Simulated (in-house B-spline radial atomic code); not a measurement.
## Removing one electron from the lithium ion Li⁺

Closed shell 1s2. Computed with a B-spline radial code for spherical atoms: Koopmans values of Dirac-Hartree-Fock plus a diagonal self-energy, in second order or with its direct term screened (direct RPA, with the hole-particle interaction, or full time-dependent Hartree-Fock), linearised in energy; no-pair Dirac-Coulomb Hamiltonian, finite nucleus. Shifts add to the Koopmans value (the ΔSCF shift is orbital relaxation alone); the final value takes TDHF screening with Breit and QED.

Command:
```bash
python run_mb.py task.json out
```
Settings (nuclear radius in fm, box in bohr, cutoff in hartree):
```
basis_form          2
Z                   3
core_configuration  1s2
rms_radius          2.444
mass_number         7
speed_of_light      137.036
box_radius          21.062
lmax                7
intervals           67
virtual_cutoff      600.0
```

Cost of the run: 1.1 s on 1 thread of Arm Neoverse N1 (shared host).

Energies in eV:

| subshell | Koopmans | ΔSCF shift | second order | direct RPA | hole-particle | TDHF | Breit + QED | final |
| --- | --- | --- | --- | --- | --- | --- | --- | --- |
| 1s1/2 | 75.99 | -1.523 | ? | ? | ? | ? | ? | ? |

Problem. What does the self-energy do to 1s1/2?

Solution. It shifts the removal energy by -0.312 eV in second order, 0.036 with direct RPA, -0.422 with the hole-particle term and -0.522 with TDHF screening (quasi-particle weight 0.977); Breit and QED add -0.008 eV. The final value is 75.46 eV, against 75.640 eV (NIST, tabulated theory). Recoil and two-electron QED terms are left out.
